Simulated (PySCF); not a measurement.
C2H3BBrCl, SMILES C=CB(Cl)Br.

Geometry optimised at PBE0-D3(BJ)/def2-SVP. This is a generated structure with no PubChem entry under its InChIKey; it may be hypothetical. The values are those of a single conformer.

Two levels are set side by side: PBE/def2-TZVP (PySCF) and CAM-B3LYP/def2-TZVP (PySCF). Same geometry, gas phase. Differences are taken from unrounded values.

```json
[
 {"quantity": "orbital gap (eV)", "PBE": "3.94"},
 {"quantity": "highest occupied level (eV)", "PBE": "-7.13"},
 {"quantity": "lowest empty level (eV)", "PBE": "-3.18"},
 {"quantity": "dipole moment (D)", "PBE": "1.81"},
 {"quantity": "mean polarisability (bohr³)", "PBE": "72.3"}
]
```

Question: These are the PBE values. What does CAM-B3LYP give? (Estimate from the structure and the level; the computed values follow.)

Answer: 
```
quantity                     CAM-B3LYP  PBE minus CAM-B3LYP
---------------------------  ---------  -------------------
orbital gap (eV)                  8.50                -4.55
highest occupied level (eV)      -9.69                 2.56
lowest empty level (eV)          -1.19                -2.00
dipole moment (D)                 1.96                -0.16
mean polarisability (bohr³)       69.1                  3.2
```

Without exact exchange PBE keeps part of each electron's self-repulsion, which lifts occupied levels and narrows the gap. Loosely held outer electrons make PBE densities more polarisable. Differences between two approximate levels are no errors against the true value.

Rough cost on one machine, each run with all the roots and properties that it gave: CAM-B3LYP against PBE within a factor of 2.
